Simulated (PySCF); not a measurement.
Excitations are Tamm–Dancoff values on a coarser integration grid. The basis has no diffuse functions, so Rydberg states are missing or too high.

Cartesian coordinates (Å):
SMILES: SC=O
```xyz
5

O     -0.8651    -0.3186    -1.0744
C     -0.5679     0.1017     0.0056
S      1.0673     0.1238     0.7108
H     -1.2957     0.5381     0.7118
H      1.6615    -0.4451    -0.3538
```
Charge 0, multiplicity 1.

Task: Predict the total energy, S1–T1 gap (TDA) and T1 excitation (TDA) from PySCF with TPSSh-D3(BJ)/def2-TZVP // B3LYP-D3(BJ)/def2-TZVP.

Result: 
```json
{
  "total_energy": "-512.7992 Ha",
  "S1–T1 gap (TDA)": "0.61 eV",
  "T1 excitation (TDA)": "4.13 eV"
}
```
